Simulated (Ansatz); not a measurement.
Results of the Gaussian-basis code of Ansatz.

A structure relaxed at PBE0-D4/def2-TZVP, charge 0, multiplicity 1:

Cartesian coordinates in Å:
```
C -1.1848 2.3925 -0.0871
N -0.8087 1.1037 -0.6307
Ge 0.5809 0.1570 0.0386
Cl 2.3323 1.4303 -0.1076
N 0.5025 -0.2150 1.8125
C -0.4926 -1.1135 2.3562
N 0.6682 -1.3377 -0.9883
C 0.8630 -1.2423 -2.4251
H -0.2871 2.9928 0.0749
H -1.7225 2.3363 0.8681
H -1.8104 2.9356 -0.8010
H -1.5921 0.5296 -0.9035
H 1.3868 -0.2236 2.2954
H -1.4449 -0.9595 1.8416
H -0.2415 -2.1786 2.2641
H -0.6659 -0.8972 3.4147
H 1.2244 -2.0702 -0.5714
H 0.2475 -0.4326 -2.8209
H 1.9011 -1.0401 -2.7167
H 0.5438 -2.1676 -2.9138
```

Q: Give its formula and SMILES.

A: C3H12ClGeN3, `C[NH][Ge]([Cl])([NH]C)[NH]C`.

Q: Point group (tolerance 0.08 Å, 0.16 Å for H)?

A: C1.

Q: Summarise the bond lengths by kind.

A: 3 × C–N 1.447 to 1.453 Å; 9 × C–H 1.091 to 1.098 Å; 3 × Ge–N 1.810 to 1.816 Å; 3 × H–N 1.008 to 1.010 Å; 1 × Cl–Ge 2.170 Å.
